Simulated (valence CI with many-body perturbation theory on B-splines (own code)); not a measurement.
S⁺: magnetic and hyperfine properties of the levels

Computed by configuration interaction combined with many-body perturbation theory (CI+MBPT): five valence electrons over a frozen Dirac-Fock core [Ne], a basis of 9 s, 9 p, 8 d, 6 f, 3 g, 1 h functions for each j, with the one-electron correlation potential Σ1, the two-electron term Σ2, the three-electron term Σ3, Breit, model QED; selected CI, second order for the rest, scaled by the run's own slope (own B-spline code, finite nucleus).

Against 50 measured levels this calculation errs by 81 cm⁻¹ on average and by 269 at most. Among the levels kept, up to 1700 cm⁻¹ of a level comes from second order outside the variational space, and about a tenth of that is noise between levels of different J, which matters for small intervals.

A/g_I is the dipole constant over the nuclear g factor μ/I (μ in nuclear magnetons, uniformly magnetised nucleus), B/Q the quadrupole constant per barn. Both hold the static response of the core; the bare values leave it out. Large factors of s and p1/2 electrons are usually good to 5 to 10 %; those of open d and f shells near neutrality can be off by tens of per cent, and small factors of p3/2, d and f electrons come from cancelling terms and can be off by a factor of two or in sign, in half-filled shells by more. B is blank for J = 1/2, where it vanishes, and for nearly pure S terms. Energies count from the lowest level.

Names give the largest LS component (configuration and term), which can be under half, so a name can repeat, a term be missing and a line seem to break the LS rules; names also repeat where a configuration has a term twice.

| Level | E (cm⁻¹) | g | A/g_I (MHz) | A/g_I bare | B/Q (MHz/b) | B/Q bare |
| --- | --- | --- | --- | --- | --- | --- |
| 3s²3p³ ⁴S°_3/2 | 0.0 | 2.002 | 71.6 | 68.8 |  |  |
| 3s²3p³ ²D°_3/2 | 14993 | 0.801 | 317 | 289 | 62.9 | 55.6 |
| 3s²3p³ ²D°_5/2 | 15020 | 1.200 | 550 | 496 | -19.8 | -17.0 |
| 3s²3p³ ²P°_1/2 | 24725 | 0.666 | 1500 | 1340 |  |  |
| 3s²3p³ ²P°_3/2 | 24773 | 1.333 | 319 | 290 | -68.8 | -61.1 |
| 3s3p⁴ ⁴P_5/2 | 79299 | 1.601 | 1490 | 1340 | 443 | 390 |
| 3s3p⁴ ⁴P_3/2 | 79656 | 1.735 | 1520 | 1370 | -352 | -311 |
| 3s3p⁴ ⁴P_1/2 | 79856 | 2.670 | 3370 | 3040 |  |  |
| 3s3p⁴ ²D_3/2 | 97896 | 0.800 | -454 | -400 | -699 | -616 |
| 3s3p⁴ ²D_5/2 | 97926 | 1.200 | 1370 | 1230 | -1.00e+03 | -881 |
| 3s²3p²3d ²P_3/2 | 105611 | 1.333 | -154 | -127 | 38.2 | 33.2 |
| 3s²3p²3d ²P_1/2 | 106043 | 0.666 | 51.9 | 52.0 |  |  |
| 3s²3p²4s ⁴P_1/2 | 109525 | 2.667 | 573 | 527 |  |  |
| 3s²3p²4s ⁴P_3/2 | 109806 | 1.734 | 321 | 298 | 495 | 436 |
| 3s²3p²3d ⁴F_3/2 | 110230 | 0.400 | 191 | 179 | -245 | -218 |
| 3s²3p²4s ⁴P_5/2 | 110244 | 1.601 | 593 | 538 | -626 | -553 |
| 3s²3p²3d ⁴F_5/2 | 110374 | 1.030 | 133 | 128 | -218 | -194 |
| 3s²3p²3d ⁴F_7/2 | 110543 | 1.239 | 139 | 132 | -330 | -294 |
| 3s²3p²3d ⁴F_9/2 | 110795 | 1.334 | 177 | 166 | -579 | -514 |
| 3s²3p²4s ²P_1/2 | 112921 | 0.670 | 268 | 246 |  |  |
| 3s²3p²4s ²P_3/2 | 113448 | 1.334 | 418 | 379 | -620 | -547 |
| 3s²3p²3d ⁴D_1/2 | 114185 | -0.002 | 472 | 426 |  |  |
| 3s²3p²3d ⁴D_3/2 | 114240 | 1.199 | 220 | 205 | -33.8 | -29.7 |
| 3s²3p²3d ⁴D_5/2 | 114282 | 1.345 | 153 | 146 | 143 | 125 |
| 3s²3p²3d ⁴D_7/2 | 114308 | 1.405 | 57.5 | 60.4 | 500 | 439 |
| 3s²3p²3d ²F_5/2 | 114920 | 0.883 | 362 | 328 | -92.4 | -83.2 |
| 3s²3p²3d ²F_7/2 | 115370 | 1.167 | 188 | 176 | -55.9 | -51.3 |
| 3s3p⁴ ²S_1/2 | 120008 | 2.002 | 4540 | 4060 |  |  |
| 3s²3p²4s ²D_5/2 | 121613 | 1.201 | 730 | 660 | 1230 | 1080 |
| 3s²3p²4s ²D_3/2 | 121613 | 0.801 | 492 | 444 | 858 | 757 |
| 3s²3p²4p ²S°_1/2 | 125427 | 2.001 | 46.4 | 51.5 |  |  |
| 3s²3p²3d ²G_9/2 | 127390 | 1.111 | 260 | 239 | 1210 | 1060 |
| 3s²3p²3d ²G_7/2 | 127396 | 0.889 | 350 | 319 | 1090 | 962 |
| 3s²3p²4p ⁴D°_1/2 | 127787 | 0.005 | 356 | 317 |  |  |
| 3s²3p²4p ⁴D°_3/2 | 127947 | 1.204 | 171 | 157 | 62.9 | 55.5 |
| 3s²3p²4p ⁴D°_5/2 | 128205 | 1.374 | 181 | 167 | -60.7 | -53.1 |
| 3s²3p²4p ⁴D°_7/2 | 128564 | 1.429 | 282 | 257 | -552 | -486 |
| 3s²3p²4p ⁴P°_1/2 | 129742 | 2.662 | -161 | -132 |  |  |
| 3s²3p²4p ⁴P°_3/2 | 129819 | 1.731 | 167 | 155 | -261 | -230 |
| 3s²3p²4p ⁴P°_5/2 | 130099 | 1.580 | 212 | 196 | 104 | 90.7 |

Problem. Take the isotope of mass number 33, with I = 3/2, μ = 0.64325 μN and Q = -0.0694 b. What is the hyperfine structure of 3s3p⁴ ⁴P_3/2?

Solution. From the table A = 650 MHz, B = 24.5 MHz. Shifts from the centre of gravity in MHz: F = 0: -2410, F = 1: -1780, F = 2: -506, F = 3: 1470.
